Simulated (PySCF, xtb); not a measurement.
Si(Me)(Cl)3 (CH3Cl3Si), SMILES [Si](Cl)(Cl)(C)Cl.

Harmonic wavenumbers (cm⁻¹) from xtb with GFN2-xTB at its own minimum, in rising order: 101, 121, 121, 176, 176, 188, 401, 500, 501, 749, 841, 841, 1377, 1461, 1461, 3043, 3043, 3047.

Question: What does PBE-D3(BJ)/def2-SVP (PySCF) give at its own minimum? (Estimate from the structure and the level; the computed values follow.)

Answer: 147, 147, 158, 206, 206, 220, 435, 575, 575, 740, 789, 789, 1221, 1372, 1372, 2986, 3096, 3096. Paired by order, the mean absolute difference is 55 cm⁻¹ and the zero-point energies are 25.9 and 25.9 kcal/mol.
